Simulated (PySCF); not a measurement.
SMILES [SiH2](Cl)N, PBE0/def2-SVP optimised geometry.

```
7

N      1.05    -0.61     0.00
Si    -0.67    -0.61     0.00
Cl    -1.55     1.28     0.00
H      1.55    -0.33     0.84
H      1.55    -0.34    -0.84
H     -1.13    -1.28    -1.24
H     -1.13    -1.28     1.24
```

Density from PBE0/def2-TZVP in PySCF 2.14.0 at that geometry.

Minimum of the electron density along straight lines between bonded atoms, close to the bond critical point (lines longer than 1.1 times the sum of covalent radii, or with two minima, are not listed):

```
bond     length / Å  ρ at the minimum / e bohr⁻³  ∇²ρ there / e bohr⁻⁵  position (fraction from the first atom)
-------  ----------  ---------------------------  --------------------  ---------------------------------------
N1–Si2        1.714                        0.135            (withheld)                                     0.60
Si2–Cl3       2.088                   (withheld)            (withheld)                                     0.36
N1–H4         1.014                        0.331                 -1.62                                     0.74
N1–H5         1.014                        0.331                 -1.62                                     0.74
Si2–H6        1.486                        0.124                  0.14                                     0.49
Si2–H7        1.486                        0.124                  0.14                                     0.49
```

Task: Fill in the missing entries.

Result: 
- N1–Si2, ∇²ρ there / e bohr⁻⁵: 0.59
- Si2–Cl3, ρ at the minimum / e bohr⁻³: 0.093
- Si2–Cl3, ∇²ρ there / e bohr⁻⁵: 0.19
